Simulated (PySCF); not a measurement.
In(H)2(OSiH3) (H5InOSi), SMILES [SiH3][O][InH2].

The structure is a stationary point at PBE0-D3(BJ)/def2-SVP. The def2 effective core potentials stand for the cores of In; spin–orbit coupling is left out.

Level of theory: CAM-B3LYP/def2-TZVPD in PySCF.

Symmetry labels are those of the subgroup Cs that the program uses (full group Cs).

### Question
List the valence orbital energies around the gap with their symmetry. (The exact figures need the calculation; the answer reports its results.)

### Answer

| orbital | symmetry | energy (eV) |
|---|---|---|
| HOMO−7 | A' | -16.13 |
| HOMO−6 | A' | -13.99 |
| HOMO−5 | A' | -11.82 |
| HOMO−4 | A" | -11.62 |
| HOMO−3 | A' | -11.49 |
| HOMO−2 | A' | -10.29 |
| HOMO−1 | A" | -9.53 |
| HOMO | A' | -9.44 |
| LUMO | A" | -1.05 |
| LUMO+1 | A' | 0.13 |
| LUMO+2 | A' | 0.53 |
| LUMO+3 | A' | 0.67 |
